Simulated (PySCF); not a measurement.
Isomers of C5H10Cl2SSi, one GFN2-xTB conformer each. Single-point energies are computed at PBE0/pcSseg-1 (PySCF, gas phase, no added dispersion term), electronic only.

```json
{"SMILES": "CC(=S)CC[SiH2]C(Cl)Cl", "GFN2-xTB relative energy (kcal/mol)": "0.0"}
{"SMILES": "CC[Si]1(C(Cl)Cl)CSC1", "GFN2-xTB relative energy (kcal/mol)": "10.9"}
```

Conformers: `[CH3:1][C:2](=[S:3])[CH2:4][CH2:5][SiH2:6][CH:7]([Cl:8])[Cl:9]` with C1–C2–C4–C5 70°, C2–C4–C5–Si6 57°, C4–C5–Si6–C7 46°, C5–Si6–C7–Cl8 173°; `[CH3:1][CH2:2][Si:3]1([CH:4]([Cl:5])[Cl:6])[CH2:7][S:8][CH2:9]1` with C1–C2–Si3–C4 -59°, C2–Si3–C4–Cl5 -47°.

Problem. What does PBE0/pcSseg-1 give for the same structures?

Solution. 
| SMILES | PBE0/pcSseg-1 E (Eh) | PBE0/pcSseg-1 (kcal/mol) | GFN2-xTB (kcal/mol) | point group |
| --- | --- | --- | --- | --- |
| CC[Si]1(C(Cl)Cl)CSC1 | -1803.74827 | 0.0 | 10.9 | C1 |
| CC(=S)CC[SiH2]C(Cl)Cl | -1803.72476 | 14.7 | 0.0 | C1 |

GFN2-xTB puts CC(=S)CC[SiH2]C(Cl)Cl lowest instead. As drawn, the lower has a four-membered ring, which the higher lacks; the higher has a C=S bond, which the lower lacks.

Problem. Which frontier levels, dipoles and rotational constants go with these structures?

Solution. 
```json
{"SMILES": "CC[Si]1(C(Cl)Cl)CSC1", "HOMO (eV, PBE0/pcSseg-1)": "-6.45", "LUMO (eV)": "-0.37", "dipole (D)": "1.17", "A, B, C (MHz)": "1122, 553.3, 536.6"}
{"SMILES": "CC(=S)CC[SiH2]C(Cl)Cl", "HOMO (eV, PBE0/pcSseg-1)": "-6.65", "LUMO (eV)": "-2.32", "dipole (D)": "4.43", "A, B, C (MHz)": "1244, 488.2, 452.5"}
```
